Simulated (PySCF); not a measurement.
## Vibration and rotation of SnB

UHF-CCSD(T) constants of SnB, ⁴Σ⁻ (quartet), unpaired electrons σ ↑, π ↑↑ (basis Sn def2-SVP with ECP28, B def2-SVP; scalar-relativistic core potentials; PySCF 2.14; masses 119.9022 and 11.0093 u):

| Item | Value |
| --- | --- |
| ωe | 544.8 cm⁻¹ |
| ωexe | 3.29 cm⁻¹ |
| Be | 0.34351 cm⁻¹ |
| αe | 0.00278 cm⁻¹ |
| D (centrifugal) | 5.46e-07 cm⁻¹ |
| De to Sn + B | 2.33 eV |

Problem. Give the vibrational terms G(v) and spacings up to v = 6.

Solution. G(v) = ωe(v+½) − ωexe(v+½)².

```
v  G(v) (cm⁻¹)  G(v) − G(v−1)  Bv (cm⁻¹)
0        271.6                    0.3421
1        809.8          538.2     0.3393
2       1341.4          531.6     0.3366
3       1866.5          525.1     0.3338
4       2385.0          518.5     0.3310
5       2896.9          511.9     0.3282
6       3402.2          505.3     0.3254
```

Problem. How well does the Morse estimate ωe²/(4ωexe) reproduce De, and what is D0?

Solution. It gives 2.80 eV, 120 % of the computed De. D0 = De − G(0) = 2.33 − 0.03 = 2.30 eV.

Correlated steps freeze 5 core orbitals. Correlated levels converge slowly with the basis: in double zeta they bind strong bonds too weakly, by up to about 1 eV, and carry superposition errors of some tenths. Spin–orbit coupling is left out, which matters for elements this heavy, above all for dissociation energies. The state is the lowest determinant that a PBE0 search found; another state may lie lower at other levels.
